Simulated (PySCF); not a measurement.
**Mayer bond orders and bond lengths**

C9H9FN2.
Numbering: `[CH3:1][N:2]([CH3:3])[C@:4]12[CH:5]=[C:6]([F:7])[C@:8]3([C:9]#[N:10])[C@H:11]1[C@H:12]23` (hydrogens: H13, H14, H15 on C1; H16, H17, H18 on C3; H19 on C5; H20 on C11; H21 on C12)

Structure used (GFN2-xTB), in Å, numbered top down from 1:
```
atom  x, y, z in Å
C1    -1.959   -1.301    0.383
N2    -1.317   -0.006    0.498
C3    -2.143    1.072   -0.013
C4     0.000    0.009   -0.026
C5     0.332   -0.208   -1.481
C6     1.654   -0.114   -1.536
F7     2.476   -0.225   -2.577
C8     2.138    0.156   -0.142
C9     3.511    0.314    0.171
N10    4.622    0.441    0.414
C11    1.155   -0.499    0.827
C12    1.044    0.932    0.588
H13   -1.307   -2.060    0.810
H14   -2.889   -1.278    0.948
H15   -2.188   -1.578   -0.656
H16   -3.073    1.092    0.554
H17   -2.386    0.960   -1.079
H18   -1.623    2.016    0.131
H19   -0.373   -0.393   -2.264
H20    1.272   -1.128    1.683
H21    1.043    1.813    1.193
```

Bond orders from the PBE0/pcSseg-1 density (PySCF). The structure is a single GFN2-xTB conformer in the gas phase; no vibrational or solvent corrections.

Q: Where do the orders between heavy atoms depart from those drawn in the SMILES?

A: The largest departure is 0.207, at C5–C6 (drawn double, 1.793). Drawn single, order below 0.88: C8–C11 (0.845), C11–C12 (0.815), C11–C4 (0.870), C12–C4 (0.870) and C12–C8 (0.845).

Q: Set the Mayer orders of the bonds between heavy atoms beside their lengths.

A: 
```json
{"bond": "C1–N2", "drawn as": "single", "length (Å)": "1.451", "Mayer order": "0.975"}
{"bond": "N2–C3", "drawn as": "single", "length (Å)": "1.451", "Mayer order": "0.975"}
{"bond": "N2–C4", "drawn as": "single", "length (Å)": "1.417", "Mayer order": "0.972"}
{"bond": "C4–C5", "drawn as": "single", "length (Å)": "1.509", "Mayer order": "0.902"}
{"bond": "C5–C6", "drawn as": "double", "length (Å)": "1.326", "Mayer order": "1.793"}
{"bond": "C6–F7", "drawn as": "single", "length (Å)": "1.331", "Mayer order": "1.010"}
{"bond": "C6–C8", "drawn as": "single", "length (Å)": "1.501", "Mayer order": "0.967"}
{"bond": "C8–C9", "drawn as": "single", "length (Å)": "1.417", "Mayer order": "0.989"}
{"bond": "C9–N10", "drawn as": "triple", "length (Å)": "1.144", "Mayer order": "3.063"}
{"bond": "C8–C11", "drawn as": "single", "length (Å)": "1.527", "Mayer order": "0.845"}
{"bond": "C11–C12", "drawn as": "single", "length (Å)": "1.455", "Mayer order": "0.815"}
{"bond": "C11–C4", "drawn as": "single", "length (Å)": "1.523", "Mayer order": "0.870"}
{"bond": "C12–C4", "drawn as": "single", "length (Å)": "1.523", "Mayer order": "0.870"}
{"bond": "C12–C8", "drawn as": "single", "length (Å)": "1.527", "Mayer order": "0.845"}
```

By pair of heavy elements: C–N: lowest N2–C4, C1–N2 and N2–C3 (0.972, 1.417 Å), highest C9–N10 (3.063, 1.144 Å). C–C: lowest C11–C12 (0.815, 1.455 Å), highest C5–C6 (1.793, 1.326 Å); in 6 of the 36 pairs the longer bond (by over 0.003 Å) has the higher order (by 0.02 or more). Bonds named together lie within 0.004.

Q: And the bonds to hydrogen?

A: C–H: 0.95 to 1.00 (9 bonds).

Q: Sum the orders of all bonds at each heavy atom with more than one neighbour and set the sums beside the valence in the SMILES.

A: C1 3.859 (drawn 4), N2 2.922 (drawn 3), C3 3.859 (drawn 4), C4 3.614 (drawn 4), C5 3.654 (drawn 4), C6 3.770 (drawn 4), C8 3.646 (drawn 4), C9 4.052 (drawn 4), C11 3.532 (drawn 4), C12 3.532 (drawn 4). Orders between atoms that aren't bonded are not in these sums.

Mayer orders depend on the basis set.
